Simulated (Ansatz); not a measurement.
A nudged elastic band was laid between two geometries of AlBClH5Si (9 atoms, charge 0, multiplicity 1).

Computed with Ansatz 0.2.0, RKS r2SCAN/STO-3G.

```json
{
  "movable images": "7",
  "climbing image": "yes",
  "spring": "5.0 eV/Å²",
  "optimiser": "quadratic models (default)",
  "start path": "through a guess of the saddle point",
  "force threshold": "0.05 eV/Å",
  "iteration limit": "60",
  "end points": "relaxed"
}
```

Initial state:

```xyz
9
Properties=species:S:1:pos:R:3
Si -0.506 1.454 -0.766
Al 0.863 -0.074 0.275
B 0.215 -1.948 0.681
Cl -0.607 -2.360 2.222
H -1.477 0.850 -1.655
H -1.276 2.219 0.195
H 0.215 2.427 -1.561
H 2.270 0.309 0.652
H 0.303 -2.877 -0.041
```

Final state:

```xyz
9
Properties=species:S:1:pos:R:3
Si -0.510 1.443 -0.779
Al 0.879 -0.237 -0.044
B 0.131 -1.867 0.892
Cl -0.100 -1.922 2.672
H -0.028 2.109 -1.972
H -1.852 0.992 -1.086
H -0.662 2.481 0.221
H 2.366 -0.137 -0.268
H -0.224 -2.862 0.365
```

**Question.** Which bonds break or form, and what moves?

**Answer.** No bond is made or broken. The dihedral H5–Si1–Al2–B3 goes from -30 to -148°. The two ends are copies of one structure, up to a mirror image or an exchange of like atoms.

**Question.** What energy profile does the band end with?

**Answer.** The run converged. The highest image is number 2 of 0 to 8, 0.001 eV above the ends, which have the same energy within 2 meV. The top lies less than 8 meV above the higher end, about what the thresholds resolve: the motion is nearly free. A vibrational analysis at the climbing image gives no mode beyond 40i cm⁻¹: the surface is too flat there to confirm a saddle point. Limits of this set-up: minimal basis.

| image | path coordinate (Å) | energy (eV) | dihedral H5–Si1–Al2–B3 (°) |
| --- | --- | --- | --- |
| 0 | 0.00 | 0.000 | -30 |
| 1 | 0.52 | 0.001 | -45 |
| 2 | 1.05 | 0.001 | -60 |
| 3 | 1.54 | 0.001 | -75 |
| 4 | 2.03 | 0.000 | -89 |
| 5 | 2.53 | -0.001 | -104 |
| 6 | 3.02 | -0.001 | -119 |
| 7 | 3.51 | -0.001 | -134 |
| 8 | 4.01 | 0.000 | -148 |

**Question.** What is the geometry of the highest image?

**Answer.** 
```xyz
9
Properties=species:S:1:pos:R:3
Si -0.507 1.447 -0.777
Al 0.891 -0.103 0.192
B 0.182 -1.911 0.762
Cl -0.456 -2.209 2.413
H -1.098 0.953 -2.004
H -1.622 1.797 0.079
H 0.141 2.695 -1.121
H 2.355 0.199 0.380
H 0.114 -2.869 0.076
```

Run time: 17 min on 1 thread of Arm Neoverse V1 (shared host), peak memory 0.12 GiB.
